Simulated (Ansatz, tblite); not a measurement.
Forces on MnO3Br (MnBrO₃) at its PBE0-D4/def2-SVP geometry. Total charge 0; singlet.

The xTB rows come from tblite. The restricted singlet is unstable towards broken spin symmetry in Hartree–Fock (as tested in another run); at ωB97X-V/def2-TZVP this wasn't settled.

GFN1-xTB (tblite), largest force 0.83 eV/Å:

```xyz
5
positions Å, forces eV/Å
Mn    0.055   -0.120    0.121    0.015   -0.033    0.034
O    -0.056    0.541    1.501   -0.106    0.467    0.681
O    -0.866   -1.341    0.005   -0.562   -0.593   -0.161
O     1.508   -0.475   -0.218    0.775   -0.105   -0.287
Br   -0.642    1.396   -1.408   -0.121    0.264   -0.267
```

GFN2-xTB (tblite), largest force 2.83 eV/Å:

```
Mn 0.533 -1.160 1.170
O 0.151 -1.085 -2.605
O 1.615 2.317 0.100
O -2.677 0.751 0.504
Br 0.378 -0.823 0.830
```

ωB97X-V/def2-TZVP (Ansatz), largest force 0.33 eV/Å:

```
Mn 0.101 -0.219 0.221
O -0.057 0.173 0.066
O -0.153 -0.048 -0.110
O 0.128 0.054 -0.136
Br -0.019 0.040 -0.041
```
